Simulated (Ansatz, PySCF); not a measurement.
(2S)-2-methylthietane (C4H8S), SMILES C[C@H]1CCS1. Atoms are numbered in the order given.

```xyz
13

C      2.0159     0.4348     0.0011
C      0.7275    -0.3603     0.0350
C     -0.1503    -0.2642     1.3016
C     -1.5048    -0.1584     0.5774
S     -0.6731     0.2892    -1.0191
H      2.4880     0.3903    -0.9933
H      1.8289     1.4924     0.2441
H      2.7365     0.0287     0.7324
H      0.9174    -1.4102    -0.2428
H      0.0737     0.6679     1.8435
H     -0.0513    -1.1046     2.0082
H     -2.2006     0.6065     0.9501
H     -2.0370    -1.1181     0.4912
```

Coordinates come from a B3LYP-D3(BJ)/def2-SVP optimisation.

Two levels are set side by side: PBE-D3(BJ)/def2-SVP (Ansatz, a program for electronic structure) and B3LYP-D3(BJ)/def2-SVP (Ansatz). Each level has its own optimised geometry; the coordinates shown are those of the second. Frequencies come from the Hessian of PySCF at each geometry. Differences are taken from unrounded values.

```
quantity                            B3LYP-D3(BJ)  PBE-D3(BJ)  PBE-D3(BJ) minus B3LYP-D3(BJ)
----------------------------------  ------------  ----------  -----------------------------
mean bond length (Å)                       1.318       1.324                          0.006
bond C1–C2 (Å)                             1.514       1.515                          0.001
bond C2–C3 (Å)                             1.544       1.546                          0.002
bond C2–S5 (Å)                             1.869       1.873                          0.003
bond C3–C4 (Å)                             1.540       1.540                          0.001
bond C4–S5 (Å)                             1.855       1.856                          0.001
bond C1–H6 (Å)                             1.102       1.109                          0.007
bond C1–H7 (Å)                             1.101       1.109                          0.008
bond C1–H8 (Å)                             1.104       1.111                          0.007
bond C2–H9 (Å)                             1.102       1.112                          0.009
bond C3–H10 (Å)                            1.101       1.109                          0.008
bond C3–H11 (Å)                            1.102       1.111                          0.008
bond C4–H12 (Å)                            1.099       1.107                          0.008
bond C4–H13 (Å)                            1.101       1.110                          0.009
highest harmonic wavenumber (cm⁻¹)          3127        3066                            -61
mean harmonic wavenumber (cm⁻¹)             1485        1447                            -39
zero-point energy (kcal/mol)               70.08       68.26                          -1.82
```

Exact exchange shortens and stiffens bonds; PBE has none. Differences between two approximate levels are no errors against the true value.
